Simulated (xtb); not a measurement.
C4H12NbO4, charge +1, singlet, from a rough starting geometry (GFN-xTB shapes and energies of metal compounds can be far from the true ones) (the multiplicity is a formal guess); GFN2-xTB (xtb).

xtb was given this input:
```
$ xtb mol.xyz --gfn 2 --chrg 1 --opt vtight --json

# file mol.xyz
21

Nb     0.02982243     0.00458806    -0.03373474
O     -1.44337753     0.32206319     0.92337178
C     -2.62388124     0.61373948     1.66109486
H     -2.49763528     1.51369661     2.20373834
H     -3.50253832     0.64200838     0.96724175
H     -2.75620396    -0.27542877     2.44377003
O     -0.41306875    -0.60538833    -1.60923751
C     -0.77941543    -1.17235449    -2.83134551
H     -0.76243261    -0.31838528    -3.60732887
H      0.03894841    -1.92189413    -3.15667826
H     -1.75190235    -1.55292369    -2.73898013
O      0.97379362    -1.15894801     0.83154731
C      1.74096253    -2.17763114     1.56380511
H      2.45001368    -2.67356502     0.93325063
H      2.35331535    -1.66933928     2.25750992
H      1.11115728    -2.82795388     2.07279863
O      0.89295349     1.48712012    -0.25239297
C      1.67539718     2.65052098    -0.34556619
H      0.92158987     3.62168305    -0.20048677
H      2.42537201     2.72932137     0.35124059
H      2.03715346     2.77062079    -1.38521843
```

### Question
Write the output that xtb gives for this input, abridged.

### Answer

```
   ID    Z sym.   atoms
    1   41 Nb     1
    2    8 O      2, 7, 12, 17
    3    6 C      3, 8, 13, 18
    4    1 H      4-6, 9-11, 14-16, 19-21

           -------------------------------------------------
          |                Calculation Setup                |
           -------------------------------------------------

           -------------------------------------------------
          |                 G F N 2 - x T B                 |
           -------------------------------------------------

          ...................................................
          :                      SETUP                      :
          :.................................................:
          :  # basis functions                  54          :
          :  # atomic orbitals                  53          :
          :  # shells                           31          :
          :  # electrons                        56          :
          :  max. iterations                   250          :
          :  Hamiltonian                  GFN2-xTB          :
          :  restarted?                      false          :
          :  GBSA solvation                  false          :
          :  PC potential                    false          :
          :  electronic temp.          300.0000000     K    :
          :  accuracy                    1.0000000          :
          :  -> integral cutoff          0.2500000E+02      :
          :  -> integral neglect         0.1000000E-07      :
          :  -> SCF convergence          0.1000000E-05 Eh   :
          :  -> wf. convergence          0.1000000E-03 e    :
          :  Broyden damping             0.4000000          :
          :  net charge                          1          :
          :  unpaired electrons                  0          :
          ...................................................

 iter      E             dE          RMSdq      gap      omega  full diag
   1      0.0170057  0.170057E-01  0.217E+01    1.27       0.0  T
   2    -20.5829413 -0.205999E+02  0.161E+01    8.19       1.0  T
   3    -24.9118701 -0.432893E+01  0.115E+01   11.14       1.0  T
   4    -27.1074689 -0.219560E+01  0.971E+00   11.17       1.0  T
   5    -29.6275516 -0.252008E+01  0.734E+00    9.85       1.0  T
   6    -31.4961760 -0.186862E+01  0.382E+00    7.41       1.0  T
   7    -16.2591289  0.152370E+02  0.177E+01    1.89       1.0  T
   8    -16.7274403 -0.468311E+00  0.174E+01    1.90       1.0  T
[...]
 * total energy  :   -32.4558047 Eh     change       -0.1934929E-04 Eh
 * total energy  :   -32.4558193 Eh     change       -0.1453544E-04 Eh
 * total energy  :   -32.4558256 Eh     change       -0.6296810E-05 Eh
 * total energy  :   -32.4558278 Eh     change       -0.2195437E-05 Eh
 * total energy  :   -32.4558285 Eh     change       -0.7783358E-06 Eh
 * total energy  :   -32.4558284 Eh     change        0.1723928E-06 Eh
 * total energy  :   -32.4558291 Eh     change       -0.7667179E-06 Eh
 * total energy  :   -32.4558294 Eh     change       -0.2950451E-06 Eh
 * total energy  :   -32.4558297 Eh     change       -0.2411647E-06 Eh
 * total energy  :   -32.4558298 Eh     change       -0.1369573E-06 Eh
 * total energy  :   -32.4558298 Eh     change        0.3544661E-07 Eh
 * total energy  :   -32.4558299 Eh     change       -0.9482658E-07 Eh
   *** GEOMETRY OPTIMIZATION CONVERGED AFTER 18 ITERATIONS ***
         :: total energy             -32.455829869377 Eh    ::
[...]
 ---------------------------------------------------------------------------
     1  41 Nb   6.443 --     7 O    1.416    17 O    1.416     2 O    1.416
                            12 O    1.415
     2   8 O    2.615 --     1 Nb   1.416     3 C    0.957
     3   6 C    3.905 --     2 O    0.957     5 H    0.945     6 H    0.945
                             4 H    0.945
     4   1 H    0.988 --     3 C    0.945
     5   1 H    0.988 --     3 C    0.945
     6   1 H    0.988 --     3 C    0.945
     7   8 O    2.615 --     1 Nb   1.416     8 C    0.957
     8   6 C    3.905 --     7 O    0.957     9 H    0.945    10 H    0.945
                            11 H    0.945
     9   1 H    0.988 --     8 C    0.945
    10   1 H    0.988 --     8 C    0.945
    11   1 H    0.988 --     8 C    0.945
    12   8 O    2.615 --     1 Nb   1.415    13 C    0.957
    13   6 C    3.905 --    12 O    0.957    16 H    0.945    15 H    0.945
                            14 H    0.945
    14   1 H    0.988 --    13 C    0.945
    15   1 H    0.988 --    13 C    0.945
    16   1 H    0.988 --    13 C    0.945
    17   8 O    2.615 --     1 Nb   1.416    18 C    0.957
    18   6 C    3.905 --    17 O    0.957    19 H    0.945    20 H    0.945
                            21 H    0.945
    19   1 H    0.988 --    18 C    0.945
    20   1 H    0.988 --    18 C    0.945
    21   1 H    0.988 --    18 C    0.945
 ---------------------------------------------------------------------------

Topologies differ in total number of bonds
Writing topology from bond orders to xtbtopo.mol

molecular dipole:
                 x           y           z       tot (Debye)
 q only:        0.011       0.000       0.003
   full:        0.011      -0.000       0.004       0.030
molecular quadrupole (traceless):
                xx          xy          yy          xz          yz          zz
 q only:        0.001      -0.006       0.007      -0.013       0.000      -0.007
  q+dip:        0.001      -0.004       0.006      -0.010       0.000      -0.006
   full:        0.001      -0.004       0.005      -0.010       0.000      -0.006

optimized geometry written to: xtbopt.xyz

           -------------------------------------------------
          | TOTAL ENERGY              -32.455829869377 Eh   |
          | GRADIENT NORM               0.000054398948 Eh/α |
          | HOMO-LUMO GAP               4.791431235694 eV   |
           -------------------------------------------------

normal termination of xtb
```
